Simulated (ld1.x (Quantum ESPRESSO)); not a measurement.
## Before and after: TM potential for Mo (Z = 42)

Mo (Z = 42), norm-conserving Troullier–Martins (Kleinman–Bylander form), made with ld1.x (Quantum ESPRESSO) 7.5 (LDA (PZ), scalar-relativistic). Core [Ar] 3d10, reference 4s2 4p6 4d5 5s1 5p0. Waves: 4s (bound): rc 1.25 bohr; 4d (bound): rc 2.50 bohr; 4p (bound): rc 1.55 bohr. Local part: the p channel. Core correction: none.

Occupied shells without a wave of their own: 5s. They enter only through the test configuration that unscreens the potential.

Change: wave 4d (bound): rc 2.50 bohr becomes 4d (bound): rc 2.70 bohr.

Cutoffs: the cutoffs (Ry, on a coarse ladder) from which the occupation-weighted sum of valence levels, in a spherical-Bessel basis at the reference potential, stays within 10 and 1 mRy of its value at 400 Ry; they do not see the model core or the augmentation charge, which bear on the density cutoff. Errors are all-electron minus pseudo energies relative to the spin-unpolarised reference configuration.

Q: How do hardness, ghosts and transferability respond?

A: The potential gets neither clearly harder nor softer (90 Ry and 160 Ry → 90 Ry and 160 Ry); of the 9 tests that both files solve, the error grows in 2 and shrinks in 0 by more than 15 % and 0.3 meV (median size 90.1 → 115.1 meV); neither file shows a bound ghost.

| quantity | base | changed |
| --- | --- | --- |
| cutoff, loose | 90 Ry | 90 Ry |
| cutoff, tight | 160 Ry | 160 Ry |
| bound ghosts | none | none |
| largest miss of a reference level, eV | 0.07 | 0.07 |
| error for 4s2 4p6 4d5 5s0 5p0, meV [ΔE 7.19 eV] | -90 | -89 |
| error for 4s2 4p6 4d4 5s0 5p0, meV [ΔE 22.89 eV] | -136 | -138 |
| error for 4s2 4p6 4d3 5s0 5p0, meV [ΔE 49.85 eV] | -162 | -148 |
| error for 4s2 4p6 4d5 5s0 5p1, meV [ΔE 3.24 eV] | -44 | -44 |
| error for 4s2 4p6 4d6 5s0 5p0, meV [ΔE 0.82 eV] | -58 | -56 |
| error for 4s2 4p6 4d5 5s0.5 5p0, meV [ΔE 2.86 eV] | -40 | -40 |
| error for 4s2 4p5 4d5 5s1 5p0, meV [ΔE 44.09 eV] | -79 | -115 |
| error for 4s2 4p6 4d5 5s1 5p0 (spin-polarised), meV [ΔE -3.92 eV] | +204 | +233 |
| error for 4s2 4p6 4d5 5s0 5p0 (spin-polarised), meV [ΔE 3.80 eV] | +123 | +155 |

Base: The 5s level has no wave, so the channel is fitted at the deeper level alone: the likely source of the large errors. Changed file: The 5s level has no wave, so the channel is fitted at the deeper level alone: the likely source of the large errors.
